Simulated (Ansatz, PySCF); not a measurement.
Process, species as SMILES: O=[Si]=O [dioxosilane] → O=[Si]=O as doublet, charge -1 (an electron is taken up)
Geometries: B3LYP-D3(BJ)/def2-TZVP minima from Ansatz (a first-principles code). A spin state is the lowest found, not a proven ground state.
Geometry of the first species:
SMILES: O=[Si]=O
```xyz
3

O      0.0000     0.0000    -1.5101
Si     0.0000     0.0000     0.0000
O      0.0000     0.0000     1.5101
```
Charge 0, spin multiplicity 1.

Property: adiabatic electron affinity (0 K, with B3LYP-D3(BJ) harmonic zero-point energies from PySCF), positive where the reaction releases energy, in eV. Cores are frozen in the correlated levels unless marked. Open shells are spin-unrestricted. No spin-orbit coupling. Non-relativistic. Anions need diffuse functions: aug- sets have them; def2-D sets add few; the other sets have none. CBS marks a two-point X^-3 extrapolation of the correlation energy; Hartree-Fock from the larger set. [CCSD(T)-MP2]/basis is that difference in the basis named.

```
level                                                                            program  adiabatic electron affinity (eV)
-------------------------------------------------------------------------  -------------  --------------------------------
BP86-D4/def2-TZVPD                                                         PySCF + dftd4                               ___
PBE0/def2-SVP                                                                     Ansatz                              1.52
LC-wPBE/def2-TZVPD                                                                Ansatz                               ___
RPA@PBE/cc-pV(Q+d)Z                                                               Ansatz                              2.16
RI-MP2/CBS(aug-cc-pV(T+d)Z,aug-cc-pV(Q+d)Z)+[CCSD(T)-MP2]/aug-cc-pV(T+d)Z         Ansatz                              2.02
```

Q: Complete the blanks.

A: 
- BP86-D4/def2-TZVPD, adiabatic electron affinity (eV): 2.19
- LC-wPBE/def2-TZVPD, adiabatic electron affinity (eV): 2.24
